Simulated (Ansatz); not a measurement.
Input file for Ansatz (a quantum-chemistry and plane-wave program): R-MP2/def2-TZVPPD on GaH2I (SMILES [GaH2][I]), atoms moved off the minimum. Elements past Kr take the def2 small-core potentials; no spin–orbit coupling. Files ending in .json are basis or fitting sets from the Basis Set Exchange. The run froze 23 orbitals, filled d shells among them.

Ansatz 0.2 input:
```yaml
crystal:
  periodic: [false, false, false]
  atoms:
    - {symbol: Ga, position_ang: [-0.83522332, -1.21154741, 0.15311429]}
    - {symbol: H, position_ang: [-0.28666517, -2.19732432, 1.32039929]}
    - {symbol: H, position_ang: [-2.07304907, -1.33453451, -0.65033464]}
    - {symbol: I, position_ang: [0.64334367, 0.81410356, -0.15661601]}
basis:
  gaussian:
    orbitals: def2-TZVPPD.json
magnetization: {spin_polarized: false}
correlation: {method: mp2, electrons: outside_noble_gas}
scf: {lower_state_search: off}
output: {forces: true}
```

It printed:

```
WARN ansatz: RAYON_NUM_THREADS=1 ignored (pool sized by the plan → 1); use --threads N
Functional definition: HF
these checks for a lower state are left out or cut short: starts, cluster_reference, orbital_swaps, neighbouring_geometries, increment
integrals: 0.15 GiB planned
1047 factors; integrals over basis functions are off by at most 6.8e-4 eV
mean field: 0.48 GiB planned
mean field evaluation 1: about -60438.8988 eV, gradient 1.3e1 eV
mean field evaluation 2: about -60438.9192 eV, gradient 1.3e1 eV
mean field evaluation 4: about -60439.6324 eV, gradient 2.1e0 eV
mean field evaluation 8: about -60439.6467 eV, gradient 2.0e-1 eV
mean field -60439.64687803 eV, -2221.1160553035 hartree, gradient 2.4e-6 eV, S^2 0.000000; 0 other end points of the search recorded, 0 dependent functions left out
23 core orbitals not correlated
reference -60439.64687803 eV, -2221.1160553035 hartree; 6, 6 occupied and 118, 118 virtual orbitals, 1047 factors
densities: 0.38 GiB planned
second order -5.91706206 eV of doubles, -0.00000000 eV of singles
the calculation of the forces begins
mean field evaluation 16: about -60439.6469 eV, gradient 2.4e-6 eV
Total energy: -60445.56394009 eV, -2221.3335033235 hartree
Atom 0 at    -0.835223    -1.211547     0.153114 Å, force     1.639466    -0.171234     1.507326 eV/Å
Atom 1 at    -0.286665    -2.197324     1.320399 Å, force    -0.280374     0.375773    -0.564943 eV/Å
Atom 2 at    -2.073049    -1.334535    -0.650335 Å, force    -1.246931    -0.110011    -0.888159 eV/Å
Atom 3 at     0.643344     0.814104    -0.156616 Å, force    -0.112161    -0.094528    -0.054224 eV/Å
Dipole moment:    -0.243586    -0.279759    -0.009799 e Å
Checks for a lower state left out: starts, cluster_reference, orbital_swaps, neighbouring_geometries, increment
```

The calculation finished and met its thresholds.

Cost: roughly 10 core-seconds.
